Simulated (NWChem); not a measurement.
# ZrHSF₃; SMILES [F][Zr]([SH])([F])[F]

```xyz
6

Zr     0.0257     0.3004     0.0000
F     -0.9140     0.9296    -1.5198
F      1.8338     0.8561     0.0000
F     -0.9140     0.9296     1.5198
S      0.0161    -2.1426     0.0000
H     -1.3393    -2.1736     0.0000
```
Atoms are numbered in this order, from 1.

Computed with NWChem. All runs use the structure optimised with PBE0/def2-SVP. Not confirmed as a minimum by frequencies. def2 effective core potentials on Zr; no spin-orbit coupling. Ions are spin-unrestricted doublets at the neutral geometry; other ion states weren't tried.

**Question.** Estimate the computed values for PBE/def2-SVP. Quantities: −ε(HOMO) (eV).

**Answer.** The −ε(HOMO) (eV) is 6.82.
